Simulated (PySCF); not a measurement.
Species: C₆H₆F₃N.
InChI=1S/C6H6F3N/c1-5(3-2-4-10)6(7,8)9/h1-3H2

The calculation used TDDFT PBE0/def2-SVPD, vertical, gas phase, core orbitals frozen in the response in PySCF. Geometry: GFN2-xTB, one conformer, isolated molecule. Torsions of this conformer, `[CH2:1]=[C:2]([CH2:3][CH2:4][C:5]#[N:6])[C:7]([F:8])([F:9])[F:10]`: C1–C2–C3–C4 -89°, C2–C3–C4–C5 63°, C1–C2–C7–F8 -120°.

| state | E (eV) | λ (nm) | ν̃ (cm⁻¹) | f | main configurations (H = HOMO, L = LUMO) |
| --- | --- | --- | --- | --- | --- |
| S1 | 7.24 | 171.3 | 58380 | 0.198 | H→L (84%), H-2→L (8%) |
| S2 | 7.43 | 166.8 | 59970 | 0.033 | H-1→L (82%) |
| S3 | 7.70 | 161.1 | 62080 | 0.042 | H-2→L (52%), H→L+1 (24%) |
| S4 | 7.79 | 159.1 | 62860 | 0.016 | H→L+1 (47%), H-2→L (31%) |
| S5 | 7.96 | 155.8 | 64200 | 0.0007 | H→L+1 (23%), H-1→L+1 (17%), H-4→L (16%) |
| S6 | 8.09 | 153.3 | 65250 | 0.0056 | H-4→L (64%), H-2→L+2 (10%) |

Triplets (Tamm–Dancoff): T1 4.31 eV, H→L (94%); T2 6.45 eV, H-1→L+2 (31%), H-2→L+3 (21%), H-2→L+1 (16%).

The lowest singlet lies at 7.24 eV (171 nm, vacuum ultraviolet) and is strong; its leading configuration is HOMO→LUMO (84%). The lowest level is also the most intense of those listed (f = 0.198). Löwdin shares by element: HOMO carbon 81% or more (atoms not listed hold the other 19%); LUMO carbon 65% or more, hydrogen 12% or more (atoms not listed hold the other 23%). Of the 6 states listed, 4 reach f = 0.01 and none stays under 0.0005. The listed states span 0.85 eV, and the widest gap between neighbours is 0.26 eV (S2 to S3). The oscillator strengths of these states sum to 0.297; summed over the whole spectrum of an exact calculation they would give the number of electrons, 76 (Thomas–Reiche–Kuhn). Only the lowest 6 singlets were computed, as vertical energies without vibronic structure.

The run took 32 s on an AMD EPYC 9R45 with one thread, no GPU, on a shared host, and the process peaked at 1.0 GiB of memory.
